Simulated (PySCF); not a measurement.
## Zr⁺ (zirconium, charge +1): UHF calculation

Configuration: [Kr] 4d2 5s1, high-spin 4F determinant. Calculation: PySCF 2.14, in cc-pVDZ-PP with ECP28MDF; a scalar-relativistic core potential.

- Total energy: -46.109937 hartree
- One-electron energy: -74.7245 hartree
- Hartree (Coulomb) energy: 33.8416 hartree
- Exchange energy: -5.2270 hartree
- ⟨S²⟩: 3.7538
- ⟨L²⟩: 12.038
- Sum of ⟨r⟩: 18.65 bohr
- Sum of ⟨r²⟩: 41.76 bohr²
- Time after the integrals: 0.15 s of wall time on 1 thread of Neoverse-V1 (shared host)

```json
{"shell": "4s α", "electrons": "1", "mean orbital energy (hartree)": "-2.78832", "rms radius, mean of both spins (bohr)": "1.31"}
{"shell": "4s β", "electrons": "1", "mean orbital energy (hartree)": "-2.69712", "rms radius, mean of both spins (bohr)": "1.31"}
{"shell": "4p α", "electrons": "3", "mean orbital energy (hartree)": "-1.79436", "rms radius, mean of both spins (bohr)": "1.48"}
{"shell": "4p β", "electrons": "3", "mean orbital energy (hartree)": "-1.67836", "rms radius, mean of both spins (bohr)": "1.48"}
{"shell": "4d α", "electrons": "2", "mean orbital energy (hartree)": "-0.56818", "rms radius, mean of both spins (bohr)": "2.29"}
{"shell": "5s α", "electrons": "1", "mean orbital energy (hartree)": "-0.45539", "rms radius, mean of both spins (bohr)": "3.84"}
```

Energies and moments cover only the electrons outside the core potential.
